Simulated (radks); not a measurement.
S X, 7 electrons, occupied as [He] 2s2 2p3.

Method: scalar-relativistic Kohn-Sham, PBE, spin-polarised, spherical densities, point nucleus; open shells are filled with parallel spins first; computed with a radial shooting solver on a logarithmic mesh with Libxc functionals.

Energy parts (hartree):
total: -352.53202
kinetic: 354.30908
electron-nucleus: -766.38339
Hartree: 77.86350
exchange-correlation: -18.32120

Orbitals (lengths in bohr, moments of r in powers of bohr; <r^-3> diverges for s and p1/2):
orbital  occ.  eigenvalue (hartree)  <r^-3>      <r>
1s up       1             -100.0182       -  0.09671
1s down     1             -99.72743       -  0.09645
2s up       1             -17.15690       -   0.4387
2s down     1             -16.58000       -   0.4447
2p up       3             -15.48381   102.7   0.3890
2p down     0             -14.82717   100.1   0.3959

The highest occupied level is 2p up at -421.34 eV. For comparison, the ionisation energy in NIST's Atomic Spectra Database is 447.7 eV (semi-empirical). In exact Kohn-Sham theory the highest level is minus the ionisation energy, but local and semilocal functionals leave it too shallow, through self-interaction and a potential that decays too fast; potentials with the right tail come closer.
